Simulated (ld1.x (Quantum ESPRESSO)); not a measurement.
**Transferability test, TM potential for carbon (C)**

- Element: C (Z = 6)
- Generator: ld1.x (Quantum ESPRESSO) 7.5
- Type: norm-conserving Troullier–Martins (Kleinman–Bylander form)
- Functional: BLYP
- Relativity: scalar-relativistic
- Frozen core: [He]
- Valence charge: 4
- Reference configuration: 2s1.75 2p2.25
- Partial waves: 2s (bound): rc 1.00 bohr; 2p (bound): rc 1.40 bohr
- Local potential: all-electron potential smoothed inside 0.75 bohr (lloc = -1)
- Core correction: Bessel-smoothed model core inside 0.55 bohr

Energies are relative to the spin-unpolarised reference configuration 2s1.75 2p2.25; without spin polarisation the order of configurations can differ from experiment. The frozen-core shift is the all-electron ΔE with the core orbitals held at their reference shape minus the fully relaxed ΔE.

| valence configuration | charge | ΔE all-electron (eV) | error AE − PS (meV) | frozen-core shift (meV) |
| --- | --- | --- | --- | --- |
| 2s2 2p2 | 0 | -2.094 | +0.4 | 0.0 |
| 2s2 2p0 | +2 | 32.910 | +73 | +2.9 |
| 2s1 2p2 | +1 | 17.380 | +1.1 | +0.6 |
| 2s0 2p4 | 0 | 14.715 | +18 | +1.5 |
| 2s2 2p1.5 | +0.5 | 1.848 | +1.8 | 0.0 |
| 2s2 2p2.3 | -0.3 | -3.238 | +0.2 | 0.0 |

What are ΔE and the potential's error for 2s2 2p1?

ΔE = 8.735 eV all-electron; the error (AE − PS) is +8.1 meV.

Levels in the configuration 2s2 2p1.5:

```csv
level,all-electron (eV),pseudo (eV)
2s,-19.239,-19.240
2p,-10.686,-10.680
```
